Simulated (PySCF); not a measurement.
**Zr: excitation energy**

Zr [Kr] 4d2 5s2 (3F) → Zr [Kr] 4d2 5s1 5p1 (high-spin determinant), as a difference of total energies. All numbers are calculated (PySCF 2.14, a scalar-relativistic core potential, in def2-QZVPPD with the def2 core potential (28 electrons) (7s5p4d3f2g, 81 functions)). Correlated levels: valence and next inner shell: nothing frozen outside the core potential. The calculations carry no spin-orbit coupling.

| method | excitation energy (eV) |
| --- | --- |
| UHF | 0.837 |
| MP2 (valence and next inner shell) | 1.916 |
| SCS-MP2 (valence and next inner shell) | 2.100 |
| CCSD (valence and next inner shell) | 1.874 |
| CCSD(T) (valence and next inner shell) | 2.001 |

How much does correlation contribute at CCSD(T) (valence and next inner shell)?

2.001 − (0.837) = 1.164 eV, measured against UHF.

The determinant of the upper state mixes LS terms, which raises its energy above the lowest term, most at the Hartree-Fock and MP2 levels.
